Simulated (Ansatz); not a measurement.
Two members of one family (Same ligands, another metal), computed with Ansatz in the gas phase; def2 core potentials for Zr, no spin–orbit coupling. The two geometries come from different levels. Binding counts from free atoms in the multiplicity of their measured ground term, without zero-point energy. Names give formal oxidation states. A dash marks a value that wasn't run or was left out as unsound. The structures are stationary points that may keep the symmetry of their start. Remarks come from the PBE and PBE0 runs and from stability tests at other levels; not every state was tested. HOMO above LUMO (over both spins in singlets and doublets, within one spin in higher multiplets; at PBE or PBE0), or a gap under 0.15 eV within one spin, warns that the state may not be the lowest or that an electron is smeared out.

First: Ti(OH)F3 (singlet, charge 0, PBE-D4/def2-SVP geometry).

Cartesian coordinates in Å:
```
Ti -0.027 0.302 -0.311
O -0.309 -0.690 1.132
H 0.103 -1.468 1.546
F -0.124 -0.702 -1.744
F 1.586 0.985 -0.252
F -1.230 1.574 -0.371
```

```tsv
level	HOMO (eV)	LUMO (eV)	gap (eV)	vertical IE (eV)	binding per atom (eV)
PBE-D4/def2-TZVPD	-8.79	-3.63	5.16	–	–
r2SCAN-D4/def2-TZVP	-9.19	-3.59	5.60	12.72	–
PBE0-D4/def2-SVP	-10.32	-2.61	7.71	–	4.64
PBE0-D4/def2-TZVP	-10.56	-2.68	7.89	12.94	4.61
BHLYP-D4/def2-TZVP	-12.32	-1.59	10.72	–	4.21
```

Metal–donor distances: 1 × O 1.77 Å, 3 × F 1.75 Å. Remarks: gap within one spin near zero at PBE or PBE0 (+1 doublet).

Second: Zr(OH)F3 (singlet, charge 0, PBE0-D4/def2-SVP geometry).

Cartesian coordinates in Å:
```
Zr 0.430 -0.092 -0.167
O -1.305 0.279 0.507
H -2.180 0.468 0.844
F 1.221 1.511 -0.823
F 0.311 -1.360 -1.584
F 1.522 -0.806 1.223
```

Problem. Estimate how these quantities change from the first to the second (second minus first).

Solution. 
```
              level  Δ HOMO (eV)  Δ LUMO (eV)  Δ gap (eV)  Δ vertical IE (eV)  Δ binding per atom (eV)
  PBE-D4/def2-TZVPD         0.23         2.01        1.77                   –                        –
r2SCAN-D4/def2-TZVP         0.28         2.21        1.93               -0.30                        –
   PBE0-D4/def2-SVP         0.21         2.09        1.88                   –                     0.46
  PBE0-D4/def2-TZVP         0.28         2.01        1.73               -0.23                     0.39
 BHLYP-D4/def2-TZVP         0.32         1.45        1.12                   –                     0.51
```

Metal–donor distances: 1 × O 1.90 Å, 3 × F 1.90 Å. Remarks: gap within one spin near zero at PBE or PBE0 (+1 doublet).
